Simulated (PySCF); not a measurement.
H5Cl2FSi3, SMILES F[SiH2][SiH2][SiH](Cl)Cl, singlet, PBE0/def2-SVP optimised geometry.

```
11

Si     0.95     0.48     0.00
F      2.58     0.48     0.00
Si     0.19    -0.64    -1.92
Si    -2.14    -0.77    -1.75
Cl    -2.58    -1.89    -0.07
Cl    -2.83     1.17    -1.46
H      0.47    -0.22     1.23
H      0.48     1.89     0.00
H      0.55     0.11    -3.16
H      0.75    -2.03    -1.99
H     -2.89    -1.35    -2.89
```

Density from PBE0/def2-TZVP (PySCF) at that geometry.

Minimum of the electron density along straight lines between bonded atoms, close to the bond critical point (lines longer than 1.1 times the sum of covalent radii, or with two minima, are not listed):

```tsv
bond	length / Å	ρ at the minimum / e bohr⁻³	∇²ρ there / e bohr⁻⁵	position (fraction from the first atom)
Si1–F2	1.631	0.128	0.88	0.42
Si1–Si3	2.349	0.095	-0.17	0.51
Si3–Si4	2.338	0.094	-0.14	0.37
Si4–Cl5	2.070	0.097	0.21	0.36
Si4–Cl6	2.072	0.097	0.21	0.36
Si1–H7	1.490	0.123	0.14	0.49
Si1–H8	1.490	0.123	0.14	0.49
Si3–H9	1.496	0.117	0.16	0.49
Si3–H10	1.495	0.117	0.16	0.49
Si4–H11	1.487	0.125	0.12	0.49
```
